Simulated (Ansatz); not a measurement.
Total energies of dimethylphenylsulfonium iodide, `C[S+](C)c1ccccc1.[I-]` from Ansatz at PBE-D4/def2-TZVP, gas phase (1 Eh = 27.2114 eV = 2625.5 kJ/mol). The reference geometry is relaxed at PBE0-D4/def2-SVP.

```xyz
21

C    -0.167    0.276   -2.379
S     0.444    1.164   -0.935
C     2.166    0.645   -0.822
C    -0.270    0.123    0.379
C    -1.032    0.815    1.319
C    -1.628    0.118    2.370
C    -1.460   -1.260    2.474
C    -0.694   -1.947    1.531
C    -0.098   -1.259    0.478
H    -1.249    0.459   -2.414
H     0.328    0.757   -3.237
H     0.050   -0.797   -2.291
H     2.666    1.149   -1.662
H     2.539    1.033    0.135
H     2.242   -0.449   -0.861
H    -1.159    1.897    1.226
H    -2.226    0.658    3.107
H    -1.925   -1.806    3.298
H    -0.562   -3.028    1.614
H     0.499   -1.810   -0.253
I     1.536    3.263   -3.078
```

| state | geometry | energy (Eh) |
| --- | --- | --- |
| charge 0 singlet | reference | -1006.89334 |
| charge 1 doublet | reference | -1006.63100 |
| charge -1 doublet | reference | -1006.91332 |
| charge -1 doublet | relaxed at PBE0-D4/def2-SVP | -1006.93468 |
| free C atom (triplet) | – | -37.79597 |
| free S atom (triplet) | – | -397.93833 |
| free H atom (doublet) | – | -0.49962 |
| free I atom (doublet) | – | -297.66548 |

In the def2 sets I takes a core potential; there is no spin–orbit coupling.

Problem. Work out the vertical ionisation energy to the doublet.

Solution. E(charge 1 doublet) − E(charge 0 singlet) = -1006.63100 − (-1006.89334) = 0.26234 Eh = 7.14 eV. For comparison, −ε of the highest occupied level is 4.21 eV at this level, 2.93 eV less.

Problem. Work out the vertical electron affinity, to the doublet.

Solution. E(charge 0 singlet) − E(charge -1 doublet) = -1006.89334 − (-1006.91332) = 0.01998 Eh = 0.54 eV. The basis lacks diffuse functions, which makes affinities too small.

Problem. Give the fundamental gap IE − EA, the Mulliken electronegativity (IE + EA)/2 and the hardness (IE − EA)/2.

Solution. From the values in Eh: IE − EA = 0.26234 − 0.01998 = 0.24236 Eh = 6.59 eV; (IE + EA)/2 = 3.84 eV; (IE − EA)/2 = 3.30 eV. The HOMO–LUMO gap of the same run is 1.45 eV, 5.14 eV smaller than the fundamental gap.

Problem. How much does the charge -1 doublet relax, and what is the adiabatic electron affinity?

Solution. Relaxation: -1006.91332 − (-1006.93468) = 0.02136 Eh = 0.58 eV. Adiabatic electron affinity: 0.04134 Eh = 1.12 eV, without zero-point energy. Bonds change on the way (1 lost, 0 formed), so the relaxed form is another species. 

Problem. What is the binding energy per atom against free atoms?

Solution. Atoms: 8 × (-37.79597) + 1 × (-397.93833) + 11 × (-0.49962) + 1 × (-297.66548) = -1003.46739 Eh. Binding: -1003.46739 − (-1006.89334) = 3.42595 Eh = 93.22 eV, or 4.44 eV for each of 21 atoms (no zero-point energy, no counterpoise term).

At PBE-D4/def2-TZVP the highest occupied level of the charge -1 doublet lies above zero (up to 1.73 eV). By energy differences its removal costs 0.54 eV (vertical, to the charge 0 singlet, at PBE-D4/def2-TZVP); self-interaction error and the lack of diffuse functions both raise the level. At PBE-D4/def2-TZVP the highest occupied level of the relaxed charge -1 doublet lies above zero (up to 0.67 eV). By energy differences its removal costs 1.12 eV (each at its own geometry, to the charge 0 singlet, at PBE-D4/def2-TZVP); self-interaction error and the lack of diffuse functions both raise the level.
